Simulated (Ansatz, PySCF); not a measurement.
Reaction (SMILES): FCBr [bromo(fluoro)methane] -> [CH2]F + Br atom (the Br-C bond at the site shown breaks; other sites are not compared here)
Geometries: B3LYP-D3(BJ)/def2-TZVP minima from Ansatz (a program for electronic structure).
Geometry of the first species:
```
C
F 1 1.3614
H 1 1.0858 2 109.64
H 1 1.0858 3 113.27 2 122.82
Br 1 1.9569 3 106.81 4 117.31
```

Property: bond dissociation energy (enthalpy at 298 K, with B3LYP-D3(BJ) rigid-rotor harmonic-oscillator terms from PySCF), in kcal/mol. Valence correlation only, unless marked. Open shells are spin-unrestricted. No spin-orbit coupling. Frozen are the shells of the preceding noble gas and the d and f shells that filled before the atom's block. Non-relativistic. CBS marks a two-point X^-3 extrapolation of the correlation energy; Hartree-Fock from the larger set.

```csv
level,program,bond dissociation energy (kcal/mol)
revPBE-D3(BJ)/def2-TZVPD,Ansatz + dftd3,71.6
revPBE-D4/def2-TZVPD,Ansatz + dftd4,72.2
revPBE/def2-TZVPD,Ansatz,69.0
BP86-D4/def2-TZVPD,PySCF + dftd4,74.2
M06-L-D4/def2-TZVPD,PySCF + dftd4,70.0
B3LYP-D3(BJ)/def2-TZVPD,Ansatz + dftd3,[?]
TPSSh-D3(BJ)/def2-TZVPD,PySCF + dftd3,[?]
r2SCAN0-D4/def2-TZVPD,Ansatz + dftd4,68.0
M06-2X/def2-TZVPD,PySCF,70.5
HSE06-D4/def2-TZVPD,Ansatz + dftd4,72.3
HSE06/def2-TZVPD,Ansatz,71.5
wB97M-V/def2-TZVPD,Ansatz,[?]
B2GP-PLYP-D3(BJ)/def2-TZVPD,Ansatz + dftd3,70.5
SCS-MP2/STO-3G,Ansatz,70.4
SCS-MP2/cc-pVQZ,Ansatz,73.8
CCSD/STO-3G,Ansatz,70.1
CCSD/cc-pVQZ,Ansatz,[?]
"CCSD(T)/CBS(cc-pVTZ,cc-pVQZ)",Ansatz,73.3
```

### Question
What belongs in the gaps?

### Answer

- B3LYP-D3(BJ)/def2-TZVPD, bond dissociation energy (kcal/mol): 69.4
- TPSSh-D3(BJ)/def2-TZVPD, bond dissociation energy (kcal/mol): 70.9
- wB97M-V/def2-TZVPD, bond dissociation energy (kcal/mol): 71.8
- CCSD/cc-pVQZ, bond dissociation energy (kcal/mol): 68.2
